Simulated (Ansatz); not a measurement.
Reaction (ligand exchange at the Sn–O bond): `[OH][Sn][O][SiH3]` + HCl → `[SiH3][O][Sn][Cl]` + H₂O

Isolated molecules relaxed with PBE0-D4/def2-TZVP in Ansatz; ΔE leaves out vibrations. CCSD(T)/CBS is the MP2 limit (def2-TZVPP, def2-QZVPP) plus CCSD(T) − MP2 in def2-TZVPP, frozen cores. This one scheme is used for every species. Elements past krypton have def2 core potentials. For Sn outer-core shells are correlated without core-valence functions, which leaves a few kJ/mol of doubt a bond. One conformer a species, not always the lowest.

```csv
species,MP2/def2-SVP energy (Eh)
`[OH][Sn][O][SiH3]`,-654.77333
HCl,-460.08324
`[SiH3][O][Sn][Cl]`,-1038.71816
H₂O,-76.16208
```

(1) Work out ΔE.

Largest T1 diagnostic among the species: 0.016.

Results:

(1) ΔE = (-1038.71816) + (-76.16208) − (-654.77333) − (-460.08324) = -0.02367 Eh = -62.1 kJ/mol. CCSD(T)/CBS gives -66.8 kJ/mol.

In def2-TZVPP, CCSD(T) changes the Hartree–Fock value by +15.3 kJ/mol (the triples alone add +1.8 kJ/mol) and MP2 by +12.5 kJ/mol. From BLYP to BHLYP (50 % exact exchange), in def2-TZVPP and without D4, ΔE moves by −9.6 kJ/mol.
